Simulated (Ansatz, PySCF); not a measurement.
H₂Se₂Zn, SMILES [Zn]([SeH])[SeH]. Atoms are numbered in the order given.

```xyz
5

Zn     0.0001     0.0000     0.0231
Se    -2.2564    -0.4812     0.0343
H     -2.4938     0.5377    -1.0101
Se     2.2566     0.4813     0.0343
H      2.4934    -0.5377    -1.0101
```
Charge 0, spin multiplicity 1.

Geometry: B3LYP-D3(BJ)/def2-SVP. The structure was generated by enumeration; whether it is a known compound was not checked. The values are those of a single conformer.

Two levels are set side by side: PBE-D3(BJ)/def2-SVP (Ansatz, a first-principles code) and B3LYP-D3(BJ)/def2-SVP (Ansatz). Each level has its own optimised geometry; the coordinates shown are those of the second. Frequencies come from the Hessian of PySCF at each geometry. Differences are taken from unrounded values.

```csv
quantity,B3LYP-D3(BJ),PBE-D3(BJ),PBE-D3(BJ) minus B3LYP-D3(BJ)
mean bond length (Å),1.893,1.893,0.000
bond Zn1–Se2 (Å),2.307,2.299,-0.008
bond Zn1–Se4 (Å),2.307,2.299,-0.008
bond Se2–H3 (Å),1.478,1.488,0.009
bond Se4–H5 (Å),1.478,1.488,0.009
highest harmonic wavenumber (cm⁻¹),2394,2347,-48
mean harmonic wavenumber (cm⁻¹),749,734,-14
zero-point energy (kcal/mol),9.63,9.45,-0.18
```
